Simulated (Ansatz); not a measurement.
## WOF4: a line through the functionals

WOF4: 6 atoms, total charge 0, spin state singlet. SMILES: `O=[W](F)(F)(F)F`. The shape is that of a PBE0-D4/def2-TZVP optimisation.

The vertical energy of the triplet above the singlet y, in eV, basis def2-SVP with a core potential; a is the functional's share of exact exchange. Programs: Ansatz 0.2.0.

```
functional  program     a  y (eV)
    revPBE   Ansatz     0    5.24
       PBE   Ansatz     0    5.26
     B3LYP   Ansatz   0.2       ?
      PBE0   Ansatz  0.25    5.21
     BHLYP   Ansatz   0.5    4.76
```

Q: Fit y = c + s·a to the known rows and predict B3LYP.

A: 
1. Means of the 4 rows: a = 0.1875, y = 5.117.
2. Σ(Δa)² = 0.17188, Σ(Δa·Δy) = -0.15563, so the slope is -0.15563/0.17188 = -0.90546.
3. Intercept: 5.117 − (-0.90546) × 0.1875 = 5.287. The largest residual of the fit is 0.15.
4. B3LYP: 5.287 + (-0.90546) × 0.2 = 5.11 eV.

The run gave 5.26 eV, so the prediction is off by -0.15 eV, about the scatter of the fit. Exact exchange favours the state with more unpaired electrons. Spin-orbit coupling is left out.
